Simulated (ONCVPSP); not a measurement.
What one change does to a pseudopotential (Gd (Z = 64), ONCV)

ONCVPSP 4.0.1 input, shortened (lines: element, Z, core and valence counts, functional; n l f; lmax; l rc ep ncon nbas qcut; lloc lpopt rc5 dvloc0; l nproj debl; icmod fcfact rcfact), PBEsol, fully relativistic:

```
  Gd 64.00    9    5  -116133      upf
    1    0    2.00
    2    0    2.00
    2    1    6.00
    3    0    2.00
    3    1    6.00
    3    2   10.00
    4    0    2.00
    4    1    6.00
    4    2   10.00
    4    3    7.00
    5    0    2.00
    5    1    6.00
    5    2    1.00
    6    0    2.00
    3
    0    2.50    0.00    3    6    6.20
    1    2.05    0.00    4    7    6.60
    2    3.35    0.00    5    9    4.20
    3    1.05    0.00    4    9   15.90
    4    5    0.70    2.00
    0    2    1.20
    1    2    0.30
    2    2    0.90
    3    3    2.60
    2    0.45    0.80
```

Open shells are filled in proportion to 2j + 1.

In the p channel the program set the typed energies aside and used -0.955, 0.250 Ha (j = l + 1/2; the other j can differ).

Change: all radii but the core radius scaled by about 0.82 (s 2.04, p 1.68, d 2.74, f 0.86 bohr); local potential polynomial inside 0.58 bohr (lpopt 5, dvloc0 2 Ha).

Cutoffs: the cutoffs (Ha) at which the residual kinetic energy of the hardest occupied pseudo-wave falls to 1 and 0.1 mHa per electron; they do not see the model core or the augmentation charge, which bear on the density cutoff. Errors are all-electron minus pseudo energies relative to the spin-unpolarised reference configuration.

What does the change do?

The potential gets harder (110 Ha and 120 Ha → 196 Ha and 463 Ha); the bound ghosts move from d, p, s to f, p, s; the lowest positive-energy flag moves from s at 93.7 eV to d5/2 at 26.3 eV; of the 3 tests that both files solve, the error grows in 1 and shrinks in 1 by more than 15 % and 0.3 meV (median size 0.8 → 0.5 meV). A smaller radius makes the pseudo-wave follow the all-electron one further in, where it bends more sharply, so more plane waves are needed.

```csv
quantity,base,changed
"cutoff, loose",110 Ha,196 Ha
"cutoff, tight",120 Ha,463 Ha
loose cutoff by channel,"s 8.8 Ha, p 14 Ha, d 6.7 Ha, f 110 Ha","s 13 Ha, p 18 Ha, d 7.5 Ha, f 196 Ha"
bound ghosts,"s, p3/2, d5/2, p1/2, d3/2","s, p3/2, f7/2, p1/2, f5/2"
GHOST(+) flags under 300 eV,s at 93.7 eV,"d5/2 at 26.3 eV, s at 35.6 eV, d3/2 at 113.8 eV"
"tests counted as reliable (solved cleanly; for ONCVPSP, near-neutral configurations with less than one 5d electron left out)",3 of 4,3 of 4
"error for 4f7 5s2 5p6 5d1 6s1, meV [ΔE 6.68 eV]",-0.1,+0.1
"error for 4f7 5s2 5p6 5d1 6s0, meV [ΔE 18.72 eV]",-2.4,-0.5
"error for 4f7 5s2 5p6 5d2 6s0, meV [ΔE 7.76 eV]",-0.8,-5.2
"rms error of d²Exc/dni dnj with the model core, mHa",3.42,3.42
```

 A true bound ghost makes a file unfit for plane-wave use even where its test errors are small: the radial tests pick states by their node count and pass the ghost by.
